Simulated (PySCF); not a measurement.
Worked example: refractive index and permittivity of the vapour

C4H9O, SMILES CC(C)(C)[O], multiplicity 2.

Coordinates come from a B3LYP-D3(BJ)/def2-SVP optimisation. The isomer is the one that the SMILES or the coordinates give; other isomers of the formula were not compared.

B3LYP/def2-TZVP (PySCF) gives a mean static polarisability of 56.2 bohr³ and a dipole moment of 2.11 D. Take an ideal gas at 298.15 K and 0.1 bar, whether or not the substance is that volatile.

Work out n − 1 in the optical limit and the static ε − 1.


Polarisability volume α' = 56.2 × 0.148185 = 8.33 Å³. Number density N = p/kT = 2.43e-6 Å⁻³.
Dilute limit of Lorentz–Lorenz: n − 1 = 2π N α' = 0.00013.
Orientation term of Debye: μ²/(3kT) = 8.098 Å³ × μ²(D²) = 36.05 Å³.
ε − 1 = 4π N (α' + μ²/3kT) = 0.0014. Orientation of the dipole supplies 81 % of the static response; it can't follow optical fields. Vibrational polarisation and dispersion are left out.
